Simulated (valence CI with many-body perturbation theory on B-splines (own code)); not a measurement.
# Ta67+: electric-dipole lines

Level of theory: relativistic CI+MBPT: four valence electrons over a frozen Dirac-Fock core [He], radial functions for each j: 11 s, 11 p, 9 d, 7 f, 5 g, 2 h, 1 i, with the one-electron correlation potential Σ1, the two-electron term Σ2, the three-electron term Σ3, Breit, model QED; selected CI, second order for the rest (own B-spline code, finite nucleus).

The last digits are not significant, and no measured levels were compared; by estimate large intervals hold to a few tenths of a per cent, small ones and those within an open d or f shell to about a per cent. Among the levels kept, up to 270 cm⁻¹ of a level comes from second order outside the variational space, and about a tenth of that is noise between levels of different J, which matters for small intervals.

Lines 1 to 50 of 249 in falling wavelength, among levels below 912.29 Ry, chosen from the strongest by gf and those to the six lowest levels. Wavelengths and rates use the calculated energies. Electric multipoles are in the length gauge, E1 and E2 with the static RPA response of the core. Weak lines are less certain than strong ones. Lines between different terms over intervals too small for the method are left out, as are lines whose strength nearly cancels. The highest levels of a list are the least certain.

Levels are named by their leading jj configuration (3d3/2^4 stands for four electrons in 3d with j = 3/2), which in mixed levels can hold well under half, so a name can repeat and another be missing. Letters in brackets count levels of one name in rising energy.

```tsv
λ vac (Å)	Upper	Lower	A (s⁻¹)	S (a.u.) with core polarisation	S without
70.06	(2s 2p1/2 2p3/2 3d5/2) J=5	(2s 2p1/2 2p3/2 3p3/2) J=4	5.19e+10	9.69e-02	9.70e-02
69.65	(2s 2p1/2^2 3d5/2) J=3	(2s 2p1/2^2 3p3/2) J=2	5.29e+10	6.18e-02	6.18e-02
69.26	(2s 2p1/2 2p3/2 3d5/2) J=4 [a]	(2s 2p1/2 2p3/2 3p3/2) J=3 [a]	4.83e+10	7.13e-02	7.13e-02
68.78	(2s^2 2p3/2 3d5/2) J=3	(2s^2 2p3/2 3p3/2) J=2	3.68e+10	4.14e-02	4.14e-02
68.69	(2s^2 2p3/2 3d5/2) J=4	(2s^2 2p3/2 3p3/2) J=3	4.20e+10	6.05e-02	6.05e-02
68.60	(2s 2p1/2 2p3/2 3d5/2) J=4 [b]	(2s 2p1/2 2p3/2 3p3/2) J=3 [b]	4.33e+10	6.21e-02	6.21e-02
68.05	(2s 2p1/2 2p3/2 3d5/2) J=3 [a]	(2s 2p1/2 2p3/2 3p3/2) J=2 [a]	4.23e+10	4.60e-02	4.60e-02
66.55	(2s^2 2p1/2 3d5/2) J=3	(2s^2 2p1/2 3p3/2) J=2	5.58e+10	5.68e-02	5.68e-02
65.10	(2s 2p1/2^2 3d5/2) J=2	(2s 2p1/2^2 3p3/2) J=1	5.74e+10	3.91e-02	3.91e-02
54.93	(2s 2p1/2 2p3/2^2) J=2 [a]	(2s^2 2p3/2^2) J=2	2.32e+09	9.51e-04	9.53e-04
45.94	(2s 2p1/2 2p3/2^2) J=3	(2s^2 2p3/2^2) J=2	1.53e+10	5.14e-03	5.15e-03
44.72	(2s 2p1/2^2 2p3/2) J=2	(2s^2 2p1/2 2p3/2) J=2	1.36e+10	3.00e-03	3.00e-03
41.96	(2s 2p1/2^2 2p3/2) J=2	(2s^2 2p1/2 2p3/2) J=1	1.84e+10	3.36e-03	3.37e-03
35.05	(2s 2p1/2 2p3/2^2) J=1 [a]	(2s^2 2p3/2^2) J=2	2.92e+10	1.86e-03	1.87e-03
34.16	(2s 2p1/2 2p3/2^2) J=2 [b]	(2s^2 2p3/2^2) J=2	2.50e+10	2.46e-03	2.46e-03
34.07	(2s 2p1/2^2 2p3/2) J=1	(2s^2 2p1/2 2p3/2) J=2	5.32e+10	3.12e-03	3.12e-03
32.45	(2s 2p1/2^2 2p3/2) J=1	(2s^2 2p1/2 2p3/2) J=1	1.19e+10	6.03e-04	6.04e-04
27.59	(2s 2p1/2 2p3/2 3d3/2) J=3 [b]	(2s 2p1/2 2p3/2 3p1/2) J=2 [b]	3.19e+11	2.31e-02	2.31e-02
27.28	(2s 2p1/2 2p3/2 3d3/2) J=2 [d]	(2s 2p1/2 2p3/2 3p1/2) J=1 [c]	4.31e+11	2.16e-02	2.16e-02
27.11	(2s^2 2p1/2 3d3/2) J=1	(2s^2 2p1/2 3p1/2) J=0	4.55e+11	1.34e-02	1.34e-02
27.08	(2s 2p1/2 2p3/2 3d3/2) J=2 [b]	(2s 2p1/2 2p3/2 3p1/2) J=2 [b]	4.99e+11	2.44e-02	2.44e-02
26.54	(2s 2p1/2 2p3/2 3d3/2) J=1 [b]	(2s 2p1/2 2p3/2 3p1/2) J=2 [b]	7.12e+11	1.97e-02	1.97e-02
26.50	(2s 2p1/2 2p3/2 3d3/2) J=2 [a]	(2s 2p1/2 2p3/2 3p1/2) J=2 [a]	3.69e+11	1.70e-02	1.70e-02
26.47	(2s^2 2p3/2 3d3/2) J=2	(2s^2 2p3/2 3p1/2) J=2	3.56e+11	1.63e-02	1.63e-02
26.38	(2s 2p1/2 2p3/2 3p3/2) J=1 [a]	(2s 2p1/2 2p3/2 3s) J=1 [a]	8.75e+11	2.38e-02	2.38e-02
26.37	(2s^2 2p3/2 3d3/2) J=2	(2s^2 2p3/2 3p1/2) J=1	3.74e+11	1.69e-02	1.69e-02
26.33	(2s 2p1/2 2p3/2 3d3/2) J=2 [c]	(2s 2p1/2 2p3/2 3p1/2) J=1 [b]	4.19e+11	1.89e-02	1.89e-02
26.32	(2s 2p1/2^2 3p3/2) J=1	(2s 2p1/2^2 3s) J=0	7.46e+11	2.01e-02	2.01e-02
26.29	(2s 2p1/2^2 3d3/2) J=1	(2s 2p1/2^2 3p1/2) J=0	5.09e+11	1.37e-02	1.37e-02
26.02	(2s 2p1/2 2p3/2 3d3/2) J=3 [c]	(2s 2p1/2 2p3/2 3p1/2) J=2 [c]	7.57e+11	4.61e-02	4.61e-02
26.01	(2s^2 2p3/2 3d3/2) J=3	(2s^2 2p3/2 3p1/2) J=2	7.66e+11	4.66e-02	4.66e-02
25.97	(2s^2 2p3/2 3p3/2) J=1	(2s^2 2p3/2 3s) J=1	9.47e+11	2.45e-02	2.46e-02
25.95	(2s 2p1/2 2p3/2 3d3/2) J=3 [a]	(2s 2p1/2 2p3/2 3p1/2) J=2 [a]	6.93e+11	4.19e-02	4.19e-02
25.95	(2s 2p1/2 2p3/2 3p3/2) J=2 [b]	(2s 2p1/2 2p3/2 3s) J=2 [b]	7.75e+11	3.34e-02	3.34e-02
25.92	(2s 2p1/2^2 3d3/2) J=2	(2s 2p1/2^2 3p1/2) J=1	7.48e+11	3.21e-02	3.21e-02
25.91	(2s^2 2p1/2 3d3/2) J=2	(2s^2 2p1/2 3p1/2) J=1	7.64e+11	3.28e-02	3.28e-02
25.91	(2s 2p1/2 2p3/2 3d3/2) J=2 [a]	(2s 2p1/2 2p3/2 3p1/2) J=1 [a]	3.86e+11	1.66e-02	1.66e-02
25.87	(2s 2p1/2 2p3/2 3d3/2) J=4	(2s 2p1/2 2p3/2 3p1/2) J=3	7.42e+11	5.71e-02	5.71e-02
25.81	(2s 2p1/2 2p3/2 3p3/2) J=3 [c]	(2s 2p1/2 2p3/2 3s) J=2 [c]	1.02e+12	6.04e-02	6.04e-02
25.77	(2s 2p1/2 2p3/2 3p3/2) J=2 [c]	(2s 2p1/2 2p3/2 3s) J=1 [c]	1.01e+12	4.29e-02	4.29e-02
25.75	(2s 2p1/2 2p3/2 3d3/2) J=1 [a]	(2s 2p1/2 2p3/2 3p1/2) J=1 [a]	6.68e+11	1.69e-02	1.69e-02
25.69	(2s^2 2p3/2 3d3/2) J=1	(2s^2 2p3/2 3p1/2) J=1	6.51e+11	1.63e-02	1.63e-02
25.53	(2s^2 2p3/2 3p3/2) J=3	(2s^2 2p3/2 3s) J=2	1.23e+12	7.09e-02	7.09e-02
25.50	(2s 2p1/2 2p3/2 3p3/2) J=2 [a]	(2s 2p1/2 2p3/2 3s) J=1 [a]	5.46e+11	2.23e-02	2.23e-02
25.49	(2s 2p1/2 2p3/2 3p3/2) J=3 [a]	(2s 2p1/2 2p3/2 3s) J=2 [a]	1.19e+12	6.82e-02	6.82e-02
25.42	(2s 2p1/2 2p3/2 3d3/2) J=3 [b]	(2s 2p1/2 2p3/2 3p1/2) J=3	4.07e+11	2.31e-02	2.31e-02
25.33	(2s 2p1/2 2p3/2 3p3/2) J=3 [b]	(2s 2p1/2 2p3/2 3s) J=2 [b]	4.64e+11	2.61e-02	2.61e-02
25.32	(2s 2p1/2 2p3/2 3p3/2) J=4	(2s 2p1/2 2p3/2 3s) J=3	1.13e+12	8.14e-02	8.14e-02
25.14	(2s 2p1/2 2p3/2 3p3/2) J=1 [b]	(2s 2p1/2 2p3/2 3s) J=2 [b]	1.12e+12	2.64e-02	2.64e-02
24.95	(2s 2p1/2 2p3/2 3p3/2) J=2 [d]	(2s 2p1/2 2p3/2 3s) J=2 [c]	5.32e+11	2.04e-02	2.04e-02
```
